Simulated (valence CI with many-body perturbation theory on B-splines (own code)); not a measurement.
# E1 line list for La XLIII

Level of theory: configuration interaction combined with many-body perturbation theory (CI+MBPT): five valence electrons over a frozen Dirac-Fock core [Ne], radial functions for each j: 11 s, 11 p, 10 d, 8 f, 5 g, 2 h, with the one-electron correlation potential Σ1 (screened to all orders), the two-electron term Σ2, the three-electron term Σ3, Breit, model QED; selected single and double excitations, second order for the rest, scaled by the run's own slope (own B-spline code, finite nucleus).

The last digits are not significant, and no measured levels were compared; by estimate large intervals hold to a few tenths of a per cent, small ones and those within an open d or f shell to about a per cent. Among the levels kept, up to 3200 cm⁻¹ of a level comes from second order outside the variational space, and about a tenth of that is noise between levels of different J, which matters for small intervals.

Lines 51 to 100 of 568 in falling wavelength, among levels below 5057.6 × 10³ cm⁻¹, chosen from the strongest by gf and those to the six lowest levels. Wavelengths and rates use the calculated energies. Electric multipoles are in the length gauge, E1 and E2 with the static RPA response of the core. Weak lines are less certain than strong ones. Lines between different terms over intervals too small for the method are left out, as are lines whose strength nearly cancels. The highest levels of a list are the least certain.

Levels are named by their leading jj configuration (3d3/2^4 stands for four electrons in 3d with j = 3/2), which in mixed levels can hold well under half, so a name can repeat and another be missing. Letters in brackets count levels of one name in rising energy.

| λ vac (nm) | Upper | Lower | A (s⁻¹) | S (a.u.) |
| --- | --- | --- | --- | --- |
| 8.940 | (3s 3p1/2^2 3p3/2^2) J=3/2 | (3s^2 3p1/2 3p3/2^2) J=3/2 | 6.53e+09 | 9.21e-03 |
| 8.922 | (3s 3p1/2 3p3/2^2 3d5/2) J=7/2 [c] | (3s^2 3p3/2^2 3d5/2) J=9/2 | 7.10e+09 | 1.99e-02 |
| 8.890 | (3s 3p1/2 3p3/2^2 3d5/2) J=9/2 [d] | (3s^2 3p3/2^2 3d5/2) J=9/2 | 1.26e+10 | 4.36e-02 |
| 8.743 | (3s 3p1/2 3p3/2^2 3d3/2) J=5/2 [e] | (3s^2 3p3/2^2 3d3/2) J=7/2 | 1.64e+10 | 3.25e-02 |
| 8.706 | (3p1/2^2 3p3/2^2 3d3/2) J=5/2 | (3s 3p1/2 3p3/2^2 3d3/2) J=7/2 [a] | 2.08e+10 | 4.06e-02 |
| 8.644 | (3s 3p1/2^2 3d5/2^2) J=7/2 | (3s 3p1/2 3p3/2^2 3d5/2) J=7/2 [a] | 6.90e+09 | 1.76e-02 |
| 8.599 | (3s^2 3p1/2 3p3/2 3d3/2) J=3/2 [a] | (3s^2 3p1/2 3p3/2^2) J=1/2 | 4.05e+08 | 5.08e-04 |
| 8.599 | (3s 3p1/2^2 3p3/2 3d5/2) J=7/2 [b] | (3s^2 3p1/2 3p3/2 3d5/2) J=7/2 [a] | 7.20e+09 | 1.81e-02 |
| 8.570 | (3s^2 3p1/2 3p3/2 3d3/2) J=1/2 [a] | (3s^2 3p1/2 3p3/2^2) J=1/2 | 3.27e+08 | 2.03e-04 |
| 8.518 | (3s^2 3p1/2 3d3/2 3d5/2) J=3/2 | (3s 3p1/2 3p3/2^3) J=5/2 | 1.25e+10 | 1.52e-02 |
| 8.478 | (3s 3p1/2 3p3/2^2 3d5/2) J=7/2 [d] | (3s^2 3p3/2^2 3d5/2) J=9/2 | 6.35e+09 | 1.53e-02 |
| 8.065 | (3s^2 3p1/2 3p3/2 3d3/2) J=5/2 [a] | (3s^2 3p1/2 3p3/2^2) J=5/2 | 1.47e+09 | 2.29e-03 |
| 7.999 | (3s^2 3p1/2 3p3/2 3d3/2) J=3/2 [a] | (3s^2 3p1/2 3p3/2^2) J=5/2 | 3.41e+09 | 3.44e-03 |
| 7.596 | (3s^2 3p1/2^2 3d3/2) J=3/2 | (3s^2 3p1/2^2 3p3/2) J=3/2 | 3.27e+09 | 2.83e-03 |
| 7.571 | (3s^2 3p1/2 3p3/2 3d3/2) J=3/2 [a] | (3s^2 3p1/2 3p3/2^2) J=3/2 | 2.52e+08 | 2.16e-04 |
| 7.548 | (3s^2 3p1/2 3p3/2 3d3/2) J=1/2 [a] | (3s^2 3p1/2 3p3/2^2) J=3/2 | 9.13e+08 | 3.88e-04 |
| 7.143 | (3s 3p1/2^2 3d3/2 3d5/2) J=7/2 [b] | (3s 3p1/2^2 3p3/2 3d5/2) J=7/2 [a] | 1.42e+10 | 2.04e-02 |
| 7.131 | (3s 3p1/2 3p3/2^2 3d5/2) J=9/2 [a] | (3s^2 3p1/2 3p3/2 3d5/2) J=7/2 [b] | 7.92e+09 | 1.42e-02 |
| 7.093 | (3s^2 3p1/2 3d3/2 3d5/2) J=7/2 [b] | (3s^2 3p1/2 3p3/2 3d5/2) J=5/2 [b] | 8.38e+09 | 1.18e-02 |
| 6.991 | (3s^2 3p3/2 3d5/2^2) J=7/2 [a] | (3s^2 3p3/2^2 3d5/2) J=5/2 [a] | 1.49e+10 | 2.01e-02 |
| 6.983 | (3s^2 3p1/2 3p3/2 3d5/2) J=7/2 [a] | (3s^2 3p1/2 3p3/2^2) J=5/2 | 3.11e+08 | 4.18e-04 |
| 6.978 | (3s 3p1/2^2 3p3/2 3d3/2) J=5/2 [a] | (3s^2 3p1/2^2 3d5/2) J=5/2 | 1.55e+08 | 1.55e-04 |
| 6.972 | (3s^2 3p1/2 3p3/2 3d3/2) J=1/2 [b] | (3s^2 3p1/2 3p3/2^2) J=1/2 | 5.24e+08 | 1.75e-04 |
| 6.959 | (3s 3p1/2^2 3d5/2^2) J=7/2 | (3s 3p1/2^2 3p3/2 3d5/2) J=5/2 [b] | 3.90e+10 | 5.19e-02 |
| 6.945 | (3s^2 3p3/2 3d3/2 3d5/2) J=11/2 | (3s^2 3p3/2^2 3d5/2) J=9/2 | 8.10e+09 | 1.61e-02 |
| 6.926 | (3s 3p1/2^2 3d5/2^2) J=9/2 | (3s 3p1/2^2 3p3/2 3d5/2) J=7/2 [b] | 8.39e+09 | 1.38e-02 |
| 6.918 | (3s 3p1/2^2 3p3/2 3d3/2) J=3/2 [a] | (3s^2 3p1/2^2 3d5/2) J=5/2 | 1.62e+09 | 1.06e-03 |
| 6.912 | (3s^2 3p1/2 3p3/2 3d5/2) J=3/2 [a] | (3s^2 3p1/2 3p3/2^2) J=5/2 | 6.90e+08 | 4.50e-04 |
| 6.856 | (3s^2 3p1/2 3d5/2^2) J=3/2 | (3s^2 3p1/2 3p3/2 3d5/2) J=1/2 | 1.78e+10 | 1.13e-02 |
| 6.847 | (3s 3p1/2 3p3/2^2 3d3/2) J=9/2 | (3s^2 3p1/2 3p3/2 3d5/2) J=7/2 [b] | 2.11e+10 | 3.35e-02 |
| 6.775 | (3s 3p1/2^2 3p3/2 3d3/2) J=7/2 | (3s^2 3p1/2^2 3d5/2) J=5/2 | 2.78e+09 | 3.41e-03 |
| 6.680 | (3s^2 3p1/2 3p3/2 3d5/2) J=5/2 [a] | (3s^2 3p1/2 3p3/2^2) J=5/2 | 1.16e+10 | 1.03e-02 |
| 6.680 | (3s 3p1/2 3p3/2^2 3d3/2) J=5/2 [b] | (3s^2 3p1/2 3p3/2 3d5/2) J=3/2 [b] | 1.28e+10 | 1.13e-02 |
| 6.645 | (3s^2 3p3/2 3d5/2^2) J=7/2 [b] | (3s^2 3p3/2^2 3d5/2) J=5/2 [b] | 2.05e+10 | 2.38e-02 |
| 6.638 | (3s 3p1/2^2 3d3/2 3d5/2) J=7/2 [b] | (3s 3p1/2^2 3p3/2 3d3/2) J=5/2 [b] | 2.91e+10 | 3.37e-02 |
| 6.628 | (3s 3p1/2^2 3d3/2 3d5/2) J=9/2 | (3s 3p1/2^2 3p3/2 3d5/2) J=9/2 | 1.87e+10 | 2.68e-02 |
| 6.591 | (3s^2 3p1/2 3p3/2 3d5/2) J=3/2 [a] | (3s^2 3p1/2 3p3/2^2) J=3/2 | 7.63e+09 | 4.31e-03 |
| 6.590 | (3s 3p1/2^2 3d5/2^2) J=3/2 | (3s 3p1/2^2 3p3/2 3d5/2) J=1/2 | 3.08e+10 | 1.74e-02 |
| 6.580 | (3s^2 3p1/2 3p3/2 3d3/2) J=3/2 [b] | (3s^2 3p1/2 3p3/2^2) J=5/2 | 8.65e+08 | 4.86e-04 |
| 6.518 | (3s 3p1/2^2 3p3/2 3d5/2) J=5/2 [a] | (3s 3p1/2^2 3p3/2^2) J=5/2 | 1.77e+10 | 1.45e-02 |
| 6.514 | (3s 3p1/2^2 3d5/2^2) J=9/2 | (3s 3p1/2^2 3p3/2 3d5/2) J=7/2 [a] | 6.25e+10 | 8.53e-02 |
| 6.496 | (3s^2 3p1/2^2 3d5/2) J=5/2 | (3s^2 3p1/2^2 3p3/2) J=3/2 | 2.27e+10 | 1.85e-02 |
| 6.495 | (3s^2 3p1/2 3p3/2 3d3/2) J=5/2 [b] | (3s^2 3p1/2 3p3/2^2) J=3/2 | 1.32e+10 | 1.07e-02 |
| 6.477 | (3p1/2^2 3p3/2^2 3d3/2) J=7/2 | (3s 3p1/2^2 3p3/2 3d5/2) J=5/2 [b] | 2.18e+10 | 2.34e-02 |
| 6.408 | (3s^2 3p1/2 3d3/2 3d5/2) J=7/2 [a] | (3s^2 3p1/2 3p3/2 3d3/2) J=5/2 [a] | 2.23e+10 | 2.32e-02 |
| 6.373 | (3s^2 3p3/2 3d5/2^2) J=5/2 [b] | (3s^2 3p3/2^2 3d5/2) J=3/2 | 3.09e+10 | 2.37e-02 |
| 6.369 | (3s^2 3p1/2 3d3/2 3d5/2) J=9/2 | (3s^2 3p1/2 3p3/2 3d3/2) J=7/2 | 2.96e+10 | 3.77e-02 |
| 6.351 | (3s 3p1/2 3p3/2^2 3d5/2) J=5/2 [b] | (3s 3p1/2 3p3/2^3) J=3/2 [a] | 1.40e+10 | 1.06e-02 |
| 6.343 | (3s 3p1/2^2 3d3/2 3d5/2) J=5/2 [b] | (3s 3p1/2^2 3p3/2 3d3/2) J=3/2 [b] | 2.56e+10 | 1.94e-02 |
| 6.327 | (3s 3p1/2^2 3p3/2 3d3/2) J=3/2 [b] | (3s^2 3p1/2^2 3d5/2) J=5/2 | 5.05e+09 | 2.53e-03 |
